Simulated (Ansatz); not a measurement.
`C[SiH2]C(F)(F)F` → `C[SiH2]F` + `F[C]F` at 298.15 K and 1 bar (difluorocarbene loss).

Isolated molecules relaxed with PBE0-D4/def2-TZVP in Ansatz; ΔE leaves out vibrations. CCSD(T)/CBS adds triple-zeta CCSD(T) − MP2 to the extrapolated MP2 energy (def2 sets, frozen cores). This one scheme is used for every species.

```
          species  CCSD(T)/CBS energy (Eh)  H − E (kJ/mol)  S (J/(mol·K))
`C[SiH2]C(F)(F)F`               -667.57559           200.9          360.6
       `C[SiH2]F`               -430.00374           162.8          286.2
          `F[C]F`               -237.54028            28.9          240.6
```

H − E and S are ideal-gas, rigid-rotor, harmonic terms from PBE0-D4/def2-TZVP. 1 Eh = 2625.50 kJ/mol, R = 8.31446 J/(mol·K).

Q: By hand: ΔE, ΔH, ΔS and ΔG.

A: ΔE = (-430.00374) + (-237.54028) − (-667.57559) = 0.03157 Eh = 82.9 kJ/mol. Δ(H − E) = 162.8 + 28.9 − 200.9 = -9.2, so ΔH = 73.7 kJ/mol. ΔS = 286.2 + 240.6 − 360.6 = 166.2 J/(mol·K). ΔG = 73.7 − 298.15 × (166.2)/1000 = 24.1 kJ/mol.

Q: By hand: the equilibrium constant, and the temperature at which ΔG would vanish if ΔH and ΔS stayed fixed.

A: log₁₀ K = −ΔG/(RT ln 10) = -4.2. ΔG = 0 at ΔH/ΔS = 443 K.

The number of gas molecules changes by +1, which sets the sign of ΔS. A doubt of 5 kJ/mol in ΔE shifts log₁₀ K by 0.9 here. Modes under 60 cm⁻¹, often nearly free rotors, make the harmonic entropy too high. These are equilibria of isolated gas molecules and say nothing of rates. Largest T1 diagnostic: 0.017 (customary marks: 0.02 for closed shells, 0.045 for open ones).
